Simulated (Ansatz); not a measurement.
Geometry optimisation of CH8SiSn, SMILES `[SiH3][CH2][SnH3]`.

```yaml
crystal:
  periodic: [false, false, false]
  atoms:
    - {symbol: Si, position_ang: [-1.024784, 1.232146, -0.524053]}
    - {symbol: C, position_ang: [-0.597531, -0.582024, -0.231765]}
    - {symbol: Sn, position_ang: [1.372623, -0.882739, 0.655775]}
    - {symbol: H, position_ang: [-2.392188, 1.396079, -1.137604]}
    - {symbol: H, position_ang: [-0.016489, 1.862099, -1.448804]}
    - {symbol: H, position_ang: [-1.000370, 1.989342, 0.777742]}
    - {symbol: H, position_ang: [-1.340537, -1.049873, 0.447098]}
    - {symbol: H, position_ang: [-0.618134, -1.142854, -1.189310]}
    - {symbol: H, position_ang: [1.436830, -0.086873, 2.189107]}
    - {symbol: H, position_ang: [1.667415, -2.573941, 0.872004]}
    - {symbol: H, position_ang: [2.578666, -0.218362, -0.389591]}
basis:
  gaussian: {orbitals: def2-TZVP}
hamiltonian: {xc: pbe0, dispersion: d4}
relax: {f_tol: 0.005, max_steps: 150}
```

```sh
$ ansatz run in.yaml --threads 4 --pin off --events-out ev --progress --plain --max-ram 10444MiB
```

Shortened log:

```
Functional definition: PBE0
mean field -14871.80141026 eV, -546.5286213582 hartree, gradient 6.5e-5 eV, S^2 0.000000; 0 other end points of the search recorded, 0 dependent functions left out
relax step   1: F+E_penalty+E_count = -14871.99485983 eV  Δ(F+E_penalty+E_count) = +0.000e0 eV  max|allowed force component| = 4.611e-1 eV/Å  Δτ_max = 0.0000 Å  (25 SCF iters, accepted)
mean field -14871.83151372 eV, -546.5297276396 hartree, gradient 1.2e-5 eV, S^2 0.000000; 0 other end points of the search recorded, 0 dependent functions left out
relax step   2: F+E_penalty+E_count = -14872.02705743 eV  Δ(F+E_penalty+E_count) = -3.220e-2 eV  max|allowed force component| = 2.280e-1 eV/Å  Δτ_max = 0.0641 Å  (30 SCF iters, accepted)
mean field -14871.83891045 eV, -546.5299994646 hartree, gradient 1.2e-5 eV, S^2 0.000000; 0 other end points of the search recorded, 0 dependent functions left out
relax step   3: F+E_penalty+E_count = -14872.03400559 eV  Δ(F+E_penalty+E_count) = -6.948e-3 eV  max|allowed force component| = 5.085e-2 eV/Å  Δτ_max = 0.0217 Å  (31 SCF iters, accepted)
mean field -14871.83902415 eV, -546.5300036431 hartree, gradient 1.2e-5 eV, S^2 0.000000; 0 other end points of the search recorded, 0 dependent functions left out
relax step   4: F+E_penalty+E_count = -14872.03417214 eV  Δ(F+E_penalty+E_count) = -1.666e-4 eV  max|allowed force component| = 2.488e-2 eV/Å  Δτ_max = 0.0050 Å  (31 SCF iters, accepted)
mean field -14871.83912557 eV, -546.5300073700 hartree, gradient 2.4e-5 eV, S^2 0.000000; 0 other end points of the search recorded, 0 dependent functions left out
relax step   5: F+E_penalty+E_count = -14872.03423435 eV  Δ(F+E_penalty+E_count) = -6.221e-5 eV  max|allowed force component| = 1.658e-3 eV/Å  Δτ_max = 0.0025 Å  (21 SCF iters, accepted)
mean field -14871.83912557 eV, -546.5300073700 hartree, gradient 2.4e-5 eV, S^2 0.000000; 1 other end points of the search recorded, 0 dependent functions left out
Total energy: -14872.03427682 eV, -546.5371790462 hartree
Atom 0 at    -1.014319     1.217144    -0.518498 Å, force    -0.000546     0.001361    -0.000213 eV/Å
Atom 1 at    -0.585248    -0.573243    -0.227136 Å, force     0.000372    -0.001585     0.000202 eV/Å
Atom 2 at     1.355195    -0.870884     0.647405 Å, force    -0.000011     0.001520    -0.000092 eV/Å
Atom 3 at    -2.365850     1.374228    -1.124023 Å, force    -0.000316     0.000191    -0.000122 eV/Å
Atom 4 at    -0.019260     1.839949    -1.433706 Å, force    -0.000644     0.000313    -0.000076 eV/Å
Atom 5 at    -0.991212     1.965454     0.768043 Å, force    -0.000326     0.000221    -0.000432 eV/Å
Atom 6 at    -1.318237    -1.034014     0.440488 Å, force     0.001488     0.000117    -0.000899 eV/Å
Atom 7 at    -0.606207    -1.125397    -1.170530 Å, force     0.000377     0.000261     0.001658 eV/Å
Atom 8 at     1.422908    -0.088538     2.163707 Å, force    -0.000018    -0.000606     0.000011 eV/Å
Atom 9 at     1.637070    -2.542820     0.857798 Å, force    -0.000496    -0.001054    -0.000146 eV/Å
Atom 10 at     2.550661    -0.218879    -0.382949 Å, force     0.000119    -0.000739     0.000108 eV/Å
Dipole moment:    -0.067650    -0.169265    -0.020317 e Å
```

It took 14 s on 4 threads of an Arm Neoverse V1 on a shared host, with 0.4 GiB of host memory at the peak.
